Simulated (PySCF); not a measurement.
Species: C2H8FGeN.
Bonds: N1–Ge2, Ge2–C3, C3–C4, C4–F5. Hydrogens: H6, H7 on N1; H8, H9 on Ge2; H10, H11 on C3; H12, H13 on C4.

Level of theory: PBE0-D3(BJ)/def2-SVP geometry optimisation, gas phase in PySCF.

(1) Give the optimised bond lengths and angles.

Answers

(1) 
| bond | length (bohr) | order |
| --- | --- | --- |
| N1–Ge2 | 3.473 | single |
| Ge2–C3 | 3.743 | single |
| C3–C4 | 2.852 | single |
| C4–F5 | 2.615 | single |
| N1–H6, N1–H7 | 1.921 | single |
| Ge2–H8, Ge2–H9 | 2.908 | single |
| C3–H10, C3–H11 | 2.082 | single |
| C4–H12, C4–H13 | 2.086 | single |

Bonds in one row agree within 0.02 bohr and their mean is given. Orders are formal, as drawn. A selection of angles:
| angle | degrees |
| --- | --- |
| Ge2–N1–H6 | 115.4 |
| Ge2–N1–H7 | 113.0 |
| H6–N1–H7 | 108.8 |
| N1–Ge2–C3 | 112.6 |
| N1–Ge2–H8 | 107.3 |
| C3–Ge2–H8 | 109.6 |
| H8–Ge2–H9 | 110.5 |
| Ge2–C3–C4 | 110.4 |
| Ge2–C3–H10 | 108.6 |
| C4–C3–H10 | 110.8 |
| C4–C3–H11 | 109.7 |
| H10–C3–H11 | 107.3 |
| C3–C4–F5 | 110.0 |
| C3–C4–H12 | 112.6 |
| C3–C4–H13 | 110.7 |
| F5–C4–H12 | 107.6 |
| H12–C4–H13 | 108.3 |

Dihedral angles: N1–Ge2–C3–C4 29° (synperiplanar); Ge2–C3–C4–F5 49° (synclinal). The mirror-image conformer, all signs reversed, is as good.

Ge2 (germanium bonded to C, N and 2 H) is tetrahedral (angles from 107.2° to 112.6°). Of the pairs four or more bonds apart, F5···H7 is among the closest relative to their van der Waals radii: 2.66 Å, 100 % of the sum of Bondi's values. N1 (nitrogen bonded to Ge and 2 H) is pyramidal (angles 115.4°, 113.0° and 108.8°, sum 337.2°, 0.34 Å off the plane of its three neighbours).

Point group: C1 (no symmetry element, even within 0.4 Å). PBE0-D3(BJ)/def2-SVP frequencies: not computed here. One conformer, not necessarily the lowest (H–N1–Ge2–C3 69° and -57°, N1–Ge2–C3–C4 29°, Ge2–C3–C4–F5 49°).
